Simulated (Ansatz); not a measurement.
Species: CH5BNO (charge 0, doublet). It need not be the lowest isomer of its formula. SMILES: O[B]NC
Structure (B3LYP-D3(BJ)/def2-TZVP (Ansatz, a quantum-chemistry and plane-wave program) minimum search):
```
N
H 1 1.0056
B 1 1.3904 2 119.00
O 3 1.3655 1 123.00 2 180.00
H 4 0.9595 3 113.79 1 180.00
C 1 1.4613 2 115.08 3 -180.00
H 6 1.0878 1 108.96 2 -180.00
H 6 1.0930 7 108.34 1 121.26
H 6 1.0930 7 108.34 8 117.49
```
Charge 0, spin multiplicity 2.

Wanted: atomisation energy (electronic, to ground-state atoms), in kJ/mol. Cores are frozen in the correlated levels unless marked. UHF or UKS for open shells. Spin-orbit coupling is left out. No relativistic terms. The coupled-cluster limit lacks core correlation, which all-electron functionals hold. CBS(X,Y): correlation extrapolated as X^-3; Hartree-Fock from the larger set. [CCSD(T)-MP2]/basis is that difference in the basis named.

```
level                                                     program  atomisation energy (kJ/mol)
-------------------------------------------------  --------------  ---------------------------
PBE0/STO-3G                                                Ansatz                       3869.8
PBE0/def2-SVP                                              Ansatz                       3481.8
CAM-B3LYP-D3(BJ)/def2-TZVPD                        Ansatz + dftd3                       3474.8
RPA@PBE/cc-pVTZ                                            Ansatz                       3201.6
CCSD(T)/cc-pwCVTZ                                          Ansatz                       3339.8
RI-MP2/CBS(cc-pVTZ,cc-pVQZ)+[CCSD(T)-MP2]/cc-pVDZ          Ansatz                       3436.5
CCSD(T)/CBS(cc-pVTZ,cc-pVQZ)                               Ansatz                       3429.7
```
